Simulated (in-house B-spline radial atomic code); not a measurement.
Computed with a B-spline radial atomic code. Model: two electrons, singlet ground state, non-relativistic, full CI in B-splines with partial waves to l = 8 (at full coupling up to 3e-4 hartree above the limit, correlation up to 0.6 % small), density held at that of full coupling by Lieb maximisation.

Along the adiabatic connection the electron repulsion is scaled by a coupling λ while a local potential keeps the density fixed. At λ = 0 the system is the Kohn-Sham one and W equals the exchange energy; the exchange-correlation energy is the area under W between 0 and 1. The kinetic energy rises with λ as the electrons avoid each other, with dT/dλ = −λ dW/dλ.

Command:
```bash
python run_ac.py task.json out
```
Settings (lengths in bohr, energies in hartree):
```
potential              dot
strength               0.639
lmax                   8
second                 1
```

Run time, properties included: 6.7 s on 1 thread of Intel(R) Xeon(R) Processor @ 2.30GHz (shared host).

**W = mean repulsion less Hartree energy, and W of three functionals.**

Given: confinement charge in harmonic well; well frequency 0.639 hartree; nuclear charge 1; external potential omega^2 r^2/2 - Z/r.

Computed: PBE exchange minus exact 28.183 millihartree; SCAN exchange minus exact 4.0445 millihartree.

| coupling | W xc (hartree) | W xc minus exchange (millihartree) | kinetic minus Kohn-Sham (millihartree) | LDA (PW92) W minus its exchange (millihartree) | PBE W minus its exchange (millihartree) | SCAN W minus its exchange (millihartree) |
| --- | --- | --- | --- | --- | --- | --- |
| 0 | -0.78902 | 0 | 0 | 0 | 0 | 0 |
| 0.02 | -0.79086 | -1.836 | 0.02 | -11.34 | -2.33 | -1.86 |
| 0.05 | ? | ? | ? | ? | ? | ? |
| 0.12 | -0.79973 | -10.704 | 0.63 | -43.38 | -13.75 | -10.65 |
| 0.25 | -0.81052 | -21.5 | 2.62 | -71.34 | -27.59 | -21.15 |
| 0.4 | -0.82204 | -33.023 | 6.36 | -96.1 | -42.15 | -32.27 |
| 0.6 | -0.83603 | -47.012 | 13.33 | -122.43 | -59.53 | -45.72 |
| 0.8 | -0.84865 | -59.629 | 22.14 | -144.01 | -74.97 | -57.87 |
| 1 | -0.86008 | -71.058 | 32.41 | -162.37 | -88.83 | -68.92 |
| 1.4 | -0.87997 | -90.953 | 56.16 | -192.52 | -112.75 | -88.35 |
| 2 | -0.90408 | -115.06 | 96.85 | -227.14 | -141.68 | -112.32 |
| 3 | ? | ? | ? | ? | ? | ? |
| 4.5 | -0.96414 | -175.12 | 282.32 | -310.7 | -215.86 | -174.44 |
| 7 | -0.99513 | -206.11 | 457 | -355.3 | -257.08 | -207.46 |
| 10 | -1.0174 | -228.42 | 644.01 | -389.26 | -288.96 | -230.89 |

Question: What belongs in the row 0.05?

Answer: W xc (hartree): -0.79357; W xc minus exchange (millihartree): -4.551; kinetic minus Kohn-Sham (millihartree): 0.11; LDA (PW92) W minus its exchange (millihartree): -22.96; PBE W minus its exchange (millihartree): -5.81; SCAN W minus its exchange (millihartree): -4.58.

Question: What belongs in the row 3?

Answer: W xc (hartree): -0.93389; W xc minus exchange (millihartree): -144.87; kinetic minus Kohn-Sham (millihartree): 170.5; LDA (PW92) W minus its exchange (millihartree): -268.62; PBE W minus its exchange (millihartree): -177.88; SCAN W minus its exchange (millihartree): -142.71.

Question: What is the LDA exchange minus exact?

Answer: 115.85 millihartree.

**Energy parts, natural occupations and partial-wave weights.**

Computed: total energy 0.5086 hartree; exchange energy -0.78902 hartree; kinetic part of the DFT correlation energy 0.032405 hartree; initial slope twice GL2 -0.092346 hartree; kinetic part over minus potential part 0.45604; Hartree energy 1.578 hartree; Lieb Oxford ratio E_xc over LDA exchange 1.2295.

```json
{"natural": "s", "occupation of the shell (electrons)": "1.9779"}
{"natural": "p", "occupation of the shell (electrons)": "0.017295"}
{"natural": "s", "occupation of the shell (electrons)": "?"}
{"natural": "d", "occupation of the shell (electrons)": "0.00061155"}
{"natural": "p", "occupation of the shell (electrons)": "0.0002512"}
{"natural": "f", "occupation of the shell (electrons)": "7.3759e-05"}
```

Question: What belongs in the row s?

Answer: occupation of the shell (electrons): 0.0037439.

```
wave      weight
   s     0.99084
   p           ?
   d  0.00032738
   f   4.183e-05
   g  9.4643e-06
```

Question: What belongs in the row p?

Answer: weight: 0.008782.

Question: What is the Kohn-Sham kinetic?

Answer: 1.4835 hartree.

Question: What is the correlation energy?

Answer: -0.038653 hartree.

Half-way to full coupling W has made 56 % of its drop, against 50 % for a straight line, and second-order (GL2) theory, half the initial slope, overshoots the correlation energy by about 19 %: a moderate bend, as in light atoms. Over couplings 0 to 1 the errors in E_xc come to about +52 millihartree for LDA, +18 millihartree for PBE, +5.1 millihartree for SCAN, so SCAN is nearest. In LDA and PBE the errors of exchange and correlation have opposite signs, so the sum is smaller than the larger of the two.
